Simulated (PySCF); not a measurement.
**Question.** What does the GFN2-xTB structure of `O=C([O-])c1cnoc1` look like in three dimensions? (Charge -1.)

**Answer.** 
```
atom  x, y, z in Å
O1     2.251   -0.987   -0.474
C2     1.715    0.077   -0.147
O3     2.209    1.185    0.091
C4     0.164    0.019   -0.012
C5    -0.709   -1.081   -0.211
N6    -1.959   -0.758   -0.008
O7    -1.972    0.565    0.333
C8    -0.700    1.016    0.326
H9    -0.443   -2.080   -0.494
H10   -0.547    2.047    0.574
```

Any rigid rotation of these coordinates is as good. Atoms count from 1 in this order. C5 (aromatic CH next to a ring nitrogen) is planar (angles 127.3°, 120.6° and 112.1°, sum 360.0°, 0.00 Å off the plane of its three neighbours). The 5-membered ring C4–C5–N6–O7–C8 has internal angles of 102.2° to 112.1° (sum 540°, against 540° for a flat polygon); it is planar, 0.00 Å rms from its mean plane, widest ring torsion 0°. The 8 heavy atoms lie in one plane (0.001 Å rms). C4 (substituted aromatic carbon) is planar (angles 129.0°, 128.8° and 102.2°, sum 360.0°, 0.00 Å off the plane of its three neighbours).

Bonds between heavy atoms (Å): O1=C2 1.236, C2–O3 1.237, C2–C4 1.557, C4–C5 1.419, C5–N6 1.306, N6–O7 1.367, O7–C8 1.350, C4–C8 1.362.

Structure optimised with GFN2-xTB, isolated species.

Point group: Cs (every atom within 0.08 Å of its image). Stationary, but not proved a minimum.

The numbers are calculated, not measured.
